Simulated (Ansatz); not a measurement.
Input file for Ansatz (a first-principles code): R-wB97X-V/def2-TZVPPD on AsClH4 (a complex), monomers drawn apart or pushed together. Files ending in .json are basis or fitting sets from the Basis Set Exchange.

Ansatz 0.2 input:
```yaml
crystal:
  periodic: [false, false, false]
  atoms:
    - {symbol: Cl, position_ang: [0.45832448, -1.35212139, 0.35968767]}
    - {symbol: H, position_ang: [-0.71681046, -0.95719140, 0.68776499]}
    - {symbol: As, position_ang: [0.10423504, 1.16276303, 3.99956534]}
    - {symbol: H, position_ang: [-0.77997623, -0.07932522, 3.94741577]}
    - {symbol: H, position_ang: [-0.51444228, 1.72767740, 2.72463136]}
    - {symbol: H, position_ang: [-0.90230644, 1.90397130, 4.87631074]}
basis:
  gaussian:
    orbitals: def2-TZVPPD.json
hamiltonian:
  xc: {name: wB97X-V}
scf: {lower_state_search: off}
```

Q: Predict the final total energy.

A: -2698.2055 hartree.
